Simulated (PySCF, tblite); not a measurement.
Compound: C6H8F2S.
Numbering: `[CH:1]#[C:2][C@H:3]([S:4][CH2:5][CH3:6])[CH:7]([F:8])[F:9]` (hydrogens: H10 on C1; H11 on C3; H12, H13 on C5; H14, H15, H16 on C6; H17 on C7)

Structure optimised with GFN2-xTB, isolated species.

Give the optimised bond lengths and angles.

| bond | length (pm) | order |
| --- | --- | --- |
| C1≡C2 | 119.7 | triple |
| C2–C3 | 144.2 | single |
| C3–S4 | 185.2 | single |
| S4–C5 | 182.7 | single |
| C5–C6 | 151.7 | single |
| C3–C7 | 152.7 | single |
| C7–F8 | 135.6 | single |
| C7–F9 | 135.1 | single |
| C1–H10 | 104.9 | single |
| C3–H11 | 109.4 | single |
| C5–H12 | 109.0 | single |
| C5–H13 | 108.9 | single |
| C6–H14, C6–H15, C6–H16 | 108.8 | single |
| C7–H17 | 110.0 | single |

Bonds in one row agree within 1 pm and their mean is given. Orders are formal, as drawn. A selection of angles:
| angle | degrees |
| --- | --- |
| C2–C1–H10 | 178.3 |
| C1–C2–C3 | 176.5 |
| C2–C3–S4 | 109.9 |
| C2–C3–C7 | 111.0 |
| C2–C3–H11 | 111.1 |
| S4–C3–C7 | 107.7 |
| S4–C3–H11 | 108.2 |
| C7–C3–H11 | 108.8 |
| C3–S4–C5 | 99.2 |
| S4–C5–C6 | 112.7 |
| S4–C5–H12 | 107.1 |
| S4–C5–H13 | 104.3 |
| C6–C5–H12 | 112.3 |
| C6–C5–H13 | 110.9 |
| H12–C5–H13 | 109.1 |
| C5–C6–H14 | 111.4 |
| C5–C6–H15 | 110.2 |
| H14–C6–H15 | 108.5 |
| H15–C6–H16 | 108.8 |
| C3–C7–F8 | 110.4 |
| C3–C7–F9 | 110.8 |
| C3–C7–H17 | 112.8 |
| F8–C7–F9 | 105.9 |
| F8–C7–H17 | 108.2 |
| F9–C7–H17 | 108.5 |

Dihedral angles: C2–C3–S4–C5 69° (synclinal); C3–S4–C5–C6 80° (synclinal); C2–C3–C7–F8 -55° (synclinal).

Of the pairs four or more bonds apart, C2···H12 is among the closest relative to their van der Waals radii: 2.67 Å, 92 % of the sum of Bondi's values. The C–C distances run from 1.197 Å (C1≡C2, drawn triple) to 1.527 Å (C3–C7, drawn single), a spread of 0.330 Å. The C–S distances run from 1.827 Å (S4–C5, drawn single) to 1.852 Å (C3–S4, drawn single), a spread of 0.025 Å. S4 (sulfide sulfur) is bent (angle 99.2°).

Point group: C1 (no symmetry element, even within 0.4 Å). Its GFN2-xTB frequencies are all real (lowest 24 cm⁻¹). One conformer, not necessarily the lowest.

The numbers are calculated, not measured.
